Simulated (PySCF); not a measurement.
Si(H)(Me)(NH2)2 (CH₈N₂Si), SMILES C[SiH](N)N. Atoms are numbered in the order given.

```xyz
12

Si    -0.3503    -0.0910     0.0000
C      0.1247     1.7249     0.0000
N      0.2185    -0.7512     1.5108
N      0.2185    -0.7512    -1.5108
H     -1.8194    -0.3415     0.0000
H     -0.2628     2.2347     0.8954
H      1.2226     1.8412     0.0000
H     -0.2628     2.2347    -0.8954
H     -0.0654    -1.6867     1.7886
H      1.1754    -0.5775     1.8070
H     -0.0654    -1.6867    -1.7886
H      1.1754    -0.5775    -1.8070
```

The structure is a stationary point at B3LYP-D3(BJ)/def2-SVP. The values are those of a single conformer.

Computed with PySCF 2.14.0 with B3LYP-D3(BJ)/def2-SVP.

Frequencies are harmonic and unscaled.

| mode | ν (cm⁻¹) | IR (km/mol) | moving atoms (share of kinetic energy) |
|---|---|---|---|
| 1 | 107 | 0.1 | H 89 % |
| 2 | 137 | 0.4 | H 95 % |
| 3 | 226 | 5.3 | H 58 %, N 16 %, Si 13 %, C 13 % |
| 4 | 262 | 1.5 | H 48 %, N 26 %, C 17 %, Si 9 % |
| 5 | 278 | 7.0 | H 57 %, N 24 %, Si 19 % |
| 6 | 332 | 35.0 | H 65 %, N 17 %, Si 15 % |
| 7 | 366 | 339.3 | H 81 %, N 19 % |
| 8 | 446 | 82.1 | H 50 %, N 47 % |
| 9 | 610 | 13.9 | H 95 % |
| 10 | 671 | 5.5 | C 44 %, H 25 %, N 16 %, Si 15 % |
| 11 | 717 | 1.7 | H 90 % |
| 12 | 777 | 26.5 | N 43 %, H 32 %, Si 19 % |
| 13 | 804 | 2.5 | H 59 %, N 24 %, C 13 % |
| 14 | 868 | 98.3 | H 61 %, Si 17 %, C 14 % |
| 15 | 884 | 121.4 | Si 33 %, H 33 %, N 29 % |
| 16 | 927 | 176.6 | H 67 %, Si 19 %, N 13 % |
| 17 | 944 | 143.9 | H 84 %, Si 10 % |
| 18 | 1272 | 30.9 | H 77 %, C 22 % |
| 19 | 1438 | 2.4 | H 96 % |
| 20 | 1438 | 3.5 | H 96 % |
| 21 | 1548 | 47.8 | H 90 %, N 10 % |
| 22 | 1549 | 36.9 | H 89 %, N 10 % |
| 23 | 2226 | 155.8 | H 97 % |
| 24 | 3027 | 5.1 | H 97 % |
| 25 | 3110 | 9.7 | H 91 %, C 9 % |
| 26 | 3137 | 7.0 | H 91 %, C 9 % |
| 27 | 3551 | 11.0 | H 96 % |
| 28 | 3552 | 10.3 | H 96 % |
| 29 | 3641 | 24.7 | H 91 %, N 9 % |
| 30 | 3641 | 0.1 | H 91 %, N 9 % |
